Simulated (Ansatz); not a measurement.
Frontier orbitals of `C[Se][GaH2]`.

The species carries charge 0 and has multiplicity 1. Correlated methods include outer-core shells of Ga, Se, which these sets cover unevenly. Scalar relativity is left out up to krypton. Geometry: relaxed with PBE0-D4/def2-TZVP. Basis def2-TZVPP, Ansatz.

| functional | HOMO (eV) | LUMO (eV) |
| --- | --- | --- |
| B97M-V | -6.11 | -2.11 |

Task: Give HOMO and LUMO (eV) with LDA (SPW92), PBE, revPBE, BLYP, r2SCAN, PBE0, B3LYP, r2SCANh, r2SCAN0, HSE06 (plane-wave form), BHLYP, CAM-B3LYP, LC-ωPBE, ωB97X-V, ωB97M-V, HF. (Estimate.)

Result: Computed: 
```json
{"functional": "LDA (SPW92)", "HOMO": "-5.97", "LUMO": "-2.42"}
{"functional": "PBE", "HOMO": "-5.81", "LUMO": "-2.16"}
{"functional": "revPBE", "HOMO": "-5.75", "LUMO": "-2.05"}
{"functional": "BLYP", "HOMO": "-5.66", "LUMO": "-2.08"}
{"functional": "r2SCAN", "HOMO": "-6.05", "LUMO": "-1.93"}
{"functional": "PBE0", "HOMO": "-6.85", "LUMO": "-1.42"}
{"functional": "B3LYP", "HOMO": "-6.64", "LUMO": "-1.66"}
{"functional": "r2SCANh", "HOMO": "-6.43", "LUMO": "-1.67"}
{"functional": "r2SCAN0", "HOMO": "-7.01", "LUMO": "-1.29"}
{"functional": "HSE06 (plane-wave form)", "HOMO": "-6.46", "LUMO": "-1.79"}
{"functional": "BHLYP", "HOMO": "-7.76", "LUMO": "-0.69"}
{"functional": "CAM-B3LYP", "HOMO": "-8.08", "LUMO": "-0.55"}
{"functional": "LC-ωPBE", "HOMO": "-9.39", "LUMO": "0.56"}
{"functional": "ωB97X-V", "HOMO": "-9.07", "LUMO": "0.44"}
{"functional": "ωB97M-V", "HOMO": "-8.95", "LUMO": "0.25"}
{"functional": "HF", "HOMO": "-9.20", "LUMO": "1.31"}
```

B3LYP here is the variant with VWN-RPA as its local correlation; programs differ in this. LC-ωPBE has ω = 0.4 bohr⁻¹. Positive LUMOs are unbound and depend on the basis.
